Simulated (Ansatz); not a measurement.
A made-up structure of SnH$_{5}$S (charge +1), closed shell:

```
7
angstrom
S 0.4215 -0.9912 0.6104
Sn 0.0278 0.7681 -0.1058
H -0.9792 -1.1537 0.7275
H 0.5366 -1.4100 -0.7362
H -1.2476 0.6554 -1.3938
H -0.4896 1.2560 1.5315
H 1.7305 0.8755 -0.6334
```

It is relaxed with PBE-D4/def2-SVP and then PBE0-D4/def2-TZVP (Ansatz 0.2.0). Atoms count as bonded within 1.22 times the sum of their covalent radii (H–H: 0.88 Å). The end point is not checked to be a true minimum.

Problem. Does its bonding change? (Judge from chemistry; the calculation decides.)

Solution. By the calculation: No: no bond forms or breaks.

Where it ends: The first stage lowers the energy by 5.14 eV in 7 steps. It ends as SnH₅S ([SH2][SnH3]), total charge +1:
```xyz
7
angstrom
S 0.3472 -1.4076 0.6046
Sn 0.0597 1.0941 -0.1303
H -0.9626 -1.7081 0.7289
H 0.4375 -1.9461 -0.6295
H -1.1264 0.9257 -1.3184
H -0.4060 1.6972 1.3738
H 1.6506 1.3449 -0.6291
```

Labels in which every atom is bracketed show which atoms are joined, not bond orders.

For scale, one of the runs: PBE0-D4/def2-TZVP relaxation, 117 basis functions, launched by `ansatz run in.yaml --threads 2 --pin off --events-out ev --progress --plain --max-ram 4352MiB`. The run took about 11 s on 2 CPU threads of an Intel Xeon (shared host).
